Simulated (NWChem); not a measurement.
System: C2HBN2O2; SMILES O=C=NBN=C=O

```xyz
8

B     -0.8208    -0.4154    -0.5197
H     -1.6582    -1.0735    -1.0545
N     -0.9152     0.9953    -0.5655
C     -0.7101     2.1723    -0.4298
O     -0.5664     3.3349    -0.3328
N      0.2670    -1.0349     0.1607
C      0.8157    -2.0600     0.4959
O      1.4195    -2.9953     0.8671
```
Atoms are numbered in this order, from 1.

Geometry: optimised at B3LYP/6-31G* (spherical d).

Q: Give the principal values of the shielding tensors (ppm) of B1, N3, C4, O5, N6 from LDA (Slater exchange, VWN5)/pcSseg-1, GIAO (NWChem), with their diamagnetic and paramagnetic parts as GIAO splits them.

A: 
| atom | σ11 | σ22 | σ33 | isotropic | diamagnetic | paramagnetic |
|---|---|---|---|---|---|---|
| B1 | 31.5 | 62.6 | 108.5 | 67.6 | 198.6 | -131.0 |
| N3 | 61.7 | 151.8 | 265.2 | 159.5 | 325.9 | -166.3 |
| C4 | -50.2 | -45.1 | 248.1 | 50.9 | 260.4 | -209.5 |
| O5 | 49.3 | 106.1 | 263.4 | 139.6 | 399.5 | -259.9 |
| N6 | 64.2 | 150.9 | 244.4 | 153.2 | 328.3 | -175.2 |
